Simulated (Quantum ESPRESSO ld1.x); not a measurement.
Results of a calculation; reference values are marked as such.
Question: These are the eigenvalues of the occupied orbitals of an atom or ion with whole-number occupations (hartree). Code: ld1.x of Quantum ESPRESSO 7.5. Model: scalar-relativistic Kohn-Sham, LDA (Slater exchange, Perdew-Zunger correlation), spin-polarised, spherical densities, point nucleus.

| orbital | eigenvalue |
|---|---|
| 1s up | -3151.09 |
| 1s down | -3151.09 |
| 2s up | -566.379 |
| 2s down | -566.364 |
| 2p up | -488.148 |
| 2p down | -488.136 |
| 3s up | -139.994 |
| 3s down | -139.986 |
| 3p up | -117.485 |
| 3p down | -117.477 |
| 3d up | -94.1614 |
| 3d down | -94.1498 |
| 4s up | -36.0957 |
| 4s down | -36.0804 |
| 4p up | -28.7098 |
| 4p down | -28.6943 |
| 4d up | -20.0602 |
| 4d down | -20.0419 |
| 5s up | -10.8881 |
| 5s down | -10.8004 |
| 4f up | -10.4713 |
| 4f down | -10.4483 |
| 5p up | -8.73934 |
| 5p down | -8.63827 |
| 5d up | -6.17329 |

Which element is it, and in what charge state? The configuration may be excited. Open shells, if any, are filled with parallel spins first.

Answer: Z = 81, thallium, charge +10: Tl10+ in [Xe] 4f14 5d3. The list shows which subshells hold electrons but not how many an open one holds; the 1s level, -3151.1 hartree, gives Z - s = 79.4 by -(Z - s)^2/2, which with screening and relativity narrows Z to a few neighbours, and the depths of the outer levels then fix element, charge and occupations together.
